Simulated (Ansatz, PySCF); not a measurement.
Gas-phase reaction (SMILES): CCF [fluoroethane] -> [CH3] (CH3) + [CH2]F; the C-C bond at the site shown breaks (other sites are not compared here).

Each molecule is optimised on its own at B3LYP-D3(BJ)/def2-TZVP (Ansatz, a first-principles code). Valence correlation only, unless marked. Open shells are spin-unrestricted. Spin-orbit coupling is left out. Non-relativistic. Basis-set limits of correlation are two-point, X^-3; Hartree-Fock from the larger set. Thermal terms are rigid-rotor harmonic-oscillator values from B3LYP-D3(BJ) frequencies (PySCF) at 298.15 K and 1 atm. 1 Eh = 627.5095 kcal/mol. Electronic entropy comes from spin alone.

```
species      E, CCSD(T)/CBS(cc-pVTZ,cc-pVQZ) (Ansatz) (Eh)  E, B3LYP-D3(BJ)/def2-TZVPD (Ansatz + dftd3) (Eh)  H - E (Eh)  G - E (Eh)
-----------  ---------------------------------------------  ------------------------------------------------  ----------  ----------
CCF                                             -178.89196                                        -179.15001     0.07254     0.04259
[CH3] (CH3)                                      -39.77878                                         -39.86032     0.03371     0.01164
[CH2]F                                          -138.95435                                        -139.13901     0.02853     0.00172
```

**Question.** Work out ΔE and ΔH, ΔG, ΔS and the equilibrium constant at 298.15 K at the first level, then ΔH at the second.

**Answer.** 
1. ΔE = [(-39.77878) + (-138.95435)] - [(-178.89196)] = 0.15883 Eh = 99.7 kcal/mol at CCSD(T)/CBS(cc-pVTZ,cc-pVQZ).
2. The terms H - E add up to -0.01030 Eh, so ΔH = (0.15883 + (-0.01030))×627.5095 = 93.2 kcal/mol.
3. The terms G - E add up to -0.02923 Eh, so ΔG = 81.3 kcal/mol, and ΔS = (-0.01030 - (-0.02923))×627509.5/298.15 = 39.8 cal/(mol K).
4. log10 K = -ΔG/(RT ln 10) = -59.6, with RT ln 10 = 1.3642 kcal/mol.
5. With ΔH and ΔS taken as constant, ΔG changes sign near ΔH/ΔS = 2340 K, a rough figure that leaves out heat capacities.
6. At B3LYP-D3(BJ)/def2-TZVPD the same steps give ΔE = 94.6 and ΔH = 88.1 kcal/mol, a shift of -5.1 from the first level.
7. These values are not checked against measurement here, since the tables used lack a sound gas-phase enthalpy of formation for at least one species.
